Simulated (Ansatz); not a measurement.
Mulliken charges of `[OH][Ga]([SH])[Cl]` from ωB97M-V/def2-TZVPP in Ansatz (PBE0-D4/def2-TZVP geometry).

| atom | x (Å) | y (Å) | z (Å) | charge (e) |
| --- | --- | --- | --- | --- |
| O1 | -0.538 | 1.653 | 0.739 | -0.379 |
| Ga2 | -0.240 | 0.161 | -0.167 | 0.553 |
| S3 | 1.240 | -1.331 | 0.433 | -0.238 |
| Cl4 | -1.423 | -0.114 | -1.912 | -0.238 |
| H5 | 0.009 | 1.751 | 1.522 | 0.168 |
| H6 | 0.951 | -2.121 | -0.615 | 0.134 |

Q: By hand: the dipole of these point charges (1 e Å = 4.8032 D).

A: Σ q r = (0.244, -0.184, 0.153) e Å, of length 0.342 e Å = 1.64 D.

Q: How does the dipole of the full density compare? (Estimate.)

A: Computed: (0.282, -0.148, 0.232) e Å, 1.89 D; the point charges give 0.87 times that, at 12° from its direction.

Point charges leave out the atoms' own dipoles, such as those of lone pairs, and Mulliken's split depends on the basis, so the close match here is no proof of good charges.
